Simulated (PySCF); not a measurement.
# Peak assignment

Atom-mapped SMILES (the numbers label the heavy atoms): `[CH3:1][C@@H:2]1[CH2:3][CH2:4][CH2:5][P@H:6](=[O:7])[C@@H:8]1[SiH3:9]`. Each H is labelled by its parent atom. Ha(C3), Ha(C4), Ha(C5) are cis to C1 on the ring; Hb(C3), Hb(C4), Hb(C5) are trans to C1 on the ring.

- NMR shieldings at PBE0/pcSseg-1/GIAO
- geometry: GFN2-xTB
- code: PySCF 2.14
- gas phase, a single conformation, relativity neglected, fast rotation and ring inversion assumed for equivalent nuclei

Shifts are taken against calculated references (same method and geometry level): ¹³C and ¹H against TMS.

Q: Assign these signals to the numbered atoms. ¹³C{¹H} NMR (computed): δ 40.7, 34.2, 32.9, 31.0, 20.8, 16.3.

A: 
40.7 → C3, sp3 CH2 in a ring: saturated and bonded to C and H only
34.2 → C5, sp3 CH2 bonded to P
32.9 → C2, sp3 CH in a ring: a saturated carbon with 3 carbon neighbours and no heteroatom attached
31.0 → C8, sp3 CH bonded to P and Si
20.8 → C1, methyl carbon: saturated and bonded to C and H only
16.3 → C4, sp3 CH2 in a ring: a saturated carbon with 2 carbon neighbours and no heteroatom attached

C5 and C2; C2 and C8 lie closer than the usual error of such a calculation, so a measured spectrum could show them in the other order.

Q: Assign these signals to the numbered atoms. ¹H NMR (600 MHz, computed): δ 7.28 (m, 1H), 4.03 (m, 3H), 2.45 (m, 1H), 2.23 (m, 1H), 2.14 (m, 1H), 1.81 (m, 1H), 1.77 (m, 1H), 1.51 (d, 3H), 1.47 (m, 1H), 1.17 (m, 1H), 0.72 (m, 1H).

A: 
| δ (ppm) | atoms | environment | reason |
| --- | --- | --- | --- |
| 7.28 | H(P6) | hydrogen on a phosphorus bonded to 2 C, O, in a 6-membered ring | – |
| 4.03 | H(Si9) | hydrogen on a silicon bonded to C | – |
| 2.45 | Ha(C4) | hydrogen on an sp3 CH2 in a ring | – |
| 2.23 | H(C2) | hydrogen on an sp3 CH in a ring | – |
| 2.14 | Ha(C5) | hydrogen on an sp3 CH2 bonded to P | – |
| 1.81 | Ha(C3) | hydrogen on an sp3 CH2 in a ring | far from electronegative atoms and π systems |
| 1.77 | Hb(C4) | hydrogen on an sp3 CH2 in a ring | – |
| 1.51 | H(C1) | hydrogen on a methyl carbon | far from electronegative atoms and π systems |
| 1.47 | Hb(C3) | hydrogen on an sp3 CH2 in a ring | far from electronegative atoms and π systems |
| 1.17 | Hb(C5) | hydrogen on an sp3 CH2 bonded to P | – |
| 0.72 | H(C8) | hydrogen on an sp3 CH bonded to P and Si | an electropositive neighbour shields it, as in TMS itself |

H(C2) and Ha(C5); Ha(C3) and Hb(C4); H(C1) and Hb(C3) lie closer than the usual error of such a calculation, so a measured spectrum could show them in the other order.

Splittings by ³¹P in the carbon and heteronuclear signals aren't shown, as no couplings were computed. Shifts are as computed. Against solution values, carbons near 30 ppm lie about +3 ppm off and those near 130 ppm about +5 ppm. Of 1211 compounds with measured shifts, 218 miss one by over three times the rms of a fit or turn the order of signals round; such compounds aren't used in these exercises. Multiplicities follow the n + 1 count of equivalent neighbours, as no J values were calculated; m marks all less simple cases, F and P coupling included.
